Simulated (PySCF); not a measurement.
PySCF input:

```python
from pyscf import gto, scf, mp, cc as ccmod

mol = gto.M(
    atom='''
    N    -0.00000000   -0.00000000   -0.90472069
    P     0.00000000    0.00000000    0.55016401
    H    -0.00000000   -0.00000000   -1.91941528
    ''',
    basis='cc-pvdz',
    charge=1,
    spin=0,
    verbose=4,
)

mf = scf.RHF(mol)
mf.conv_tol = 1e-10
mf.max_cycle = 100
mf.kernel()
mp2 = mp.MP2(mf, frozen=6).run()
cc = ccmod.CCSD(mf, frozen=6)
cc.max_cycle = 100
cc.kernel()
et = cc.ccsd_t()
print(f'E(CCSD(T)) = {cc.e_tot + et:.9f}')
```

### Question
Predict the final energy.

### Answer
-395.76491 Eh (CCSD(T)/cc-pVDZ).

It need not be the lowest isomer of its formula.
